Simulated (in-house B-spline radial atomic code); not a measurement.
# Ionising S7+ with different functionals

Computed with an all-electron radial atomic-structure program (B-spline basis): four-component Dirac-Coulomb Hamiltonian, Fermi nucleus of rms radius 3.2611 fm, spin-restricted, spherical fractional occupations for the functionals, and exact exchange of hybrids averaged over the configuration. The ionisation energy is the difference of two self-consistent energies, [He] 2s2 2p5 → [He] 2s2 2p4, without Breit or QED terms; ε is the level of the shell that loses the electron (mean over j). The electron is taken from both j subshells in proportion to 2j + 1, so the result is a j average, not the step between ground levels.

```csv
method,rung,ΔSCF (eV),-ε(2p) (eV)
PBE0,global hybrid,333.03,314.30
wB97X,range-separated hybrid,333.02,315.48
CAM-B3LYP,range-separated hybrid,333.30,315.15
LC-wPBE,range-separated hybrid,333.31,313.46
```

Among the functionals, which spreads more, the ΔSCF values or the orbital energies?

The orbital energies: ΔSCF values span about 0.29 eV and the orbital energies 2.01 eV; here energy differences depend much less on the functional than eigenvalues do.

How do they compare with the NIST value?

NIST lists 328.79 eV ± 0.007 (measured, ground level to ground level). Errors run from +4.22 to +4.51 eV. The correlated functionals all miss on the same side by more than they spread, so the cause is common to them (Breit-QED terms, spin polarisation, the choice among j levels, multiplet and fine-structure energies, or a listed next ion that isn't the cheapest removal here) and closeness doesn't rank the functionals.
